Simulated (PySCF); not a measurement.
Electronic absorption of C4H6FGaO2

Compound: C4H6FGaO2.
SMILES: `F[CH2][Ga@@H-]1[O]C=CC=[O+]1`

Computed, not measured: PySCF, TDDFT PBE0/def2-SVPD, vertical, gas phase, core orbitals frozen in the response. The structure is a single PBE0-D3(BJ)/def2-SVP conformer in the gas phase; no vibrational or solvent corrections. Relativistic effects, spin–orbit coupling among them, are left out although an element past zinc is present. Torsions of this conformer, `[F:1][CH2:2][Ga@@H-:3]1[O:4][CH:5]=[CH:6][CH:7]=[O+:8]1`: F1–C2–Ga3–O4 48°.

```json
{"state": "S1", "E (eV)": "4.10", "E (kJ/mol)": "396", "λ (nm)": "302.4", "f": "0.031", "main configurations (H = HOMO, L = LUMO)": "H→L (93%)"}
{"state": "S2", "E (eV)": "4.43", "E (kJ/mol)": "428", "λ (nm)": "279.6", "f": "0.0011", "main configurations (H = HOMO, L = LUMO)": "H-2→L (99%)"}
{"state": "S3", "E (eV)": "5.15", "E (kJ/mol)": "497", "λ (nm)": "240.9", "f": "0.127", "main configurations (H = HOMO, L = LUMO)": "H-1→L (89%)"}
{"state": "S4", "E (eV)": "5.66", "E (kJ/mol)": "546", "λ (nm)": "218.9", "f": "0.014", "main configurations (H = HOMO, L = LUMO)": "H-3→L (84%), H-5→L (10%)"}
{"state": "S5", "E (eV)": "6.46", "E (kJ/mol)": "623", "λ (nm)": "192.0", "f": "0.016", "main configurations (H = HOMO, L = LUMO)": "H→L+1 (66%), H-4→L (24%)"}
{"state": "S6", "E (eV)": "6.46", "E (kJ/mol)": "623", "λ (nm)": "191.9", "f": "0.0041", "main configurations (H = HOMO, L = LUMO)": "H-4→L (75%), H→L+1 (22%)"}
{"state": "S7", "E (eV)": "6.62", "E (kJ/mol)": "638", "λ (nm)": "187.4", "f": "0.0017", "main configurations (H = HOMO, L = LUMO)": "H→L+3 (92%)"}
{"state": "S8", "E (eV)": "6.77", "E (kJ/mol)": "653", "λ (nm)": "183.2", "f": "0.022", "main configurations (H = HOMO, L = LUMO)": "H→L+2 (78%), H→L+1 (8%)"}
{"state": "S9", "E (eV)": "6.79", "E (kJ/mol)": "655", "λ (nm)": "182.6", "f": "0.0021", "main configurations (H = HOMO, L = LUMO)": "H-5→L (83%), H-3→L (10%)"}
{"state": "S10", "E (eV)": "7.07", "E (kJ/mol)": "682", "λ (nm)": "175.3", "f": "0.067", "main configurations (H = HOMO, L = LUMO)": "H→L+4 (65%), H-1→L+1 (23%), H→L+2 (8%)"}
```

Triplets, Tamm–Dancoff:

```tsv
state	E (eV)	λ (nm)	main configurations (H = HOMO, L = LUMO)
T1	2.88	430.2	H→L (80%), H-1→L (20%)
T2	4.06	305.7	H-2→L (98%)
T3	4.49	276.4	H-1→L (79%), H→L (20%)
T4	5.35	231.8	H-3→L (80%), H-5→L (15%)
```

The lowest singlet comes at 302 nm (396 kJ/mol) in the ultraviolet; it is of moderate strength; its leading configuration is HOMO→LUMO (93%). The strongest level in the table is S3 at 5.15 eV (241 nm, f = 0.127). S5/S6 lie within about 0.01 eV of each other. Löwdin shares by element: HOMO carbon 34% or more, oxygen 22% (atoms not listed hold the other 44%); LUMO carbon 51% or more, oxygen 32% (atoms not listed hold the other 17%). Orbital energies (eV): HOMO-3 -9.36, HOMO-2 -8.50, HOMO-1 -8.04, HOMO -7.17, LUMO -2.18, LUMO+1 0.43, LUMO+2 0.62. The listed states span 2.97 eV, and the widest gap between neighbours is 0.79 eV (S4 to S5). Weighted by f, the mean energy of these states is 5.74 eV. All these states lie below the vertical ionisation energy of 8.95 eV (ΔSCF). Only the lowest 10 singlets were computed, as vertical energies without vibronic structure.

Hardware: one thread, Intel Xeon at 2.50 GHz (x86_64), on a shared host. Cost: 8.3 min of wall time, 0.94 GiB resident at most.
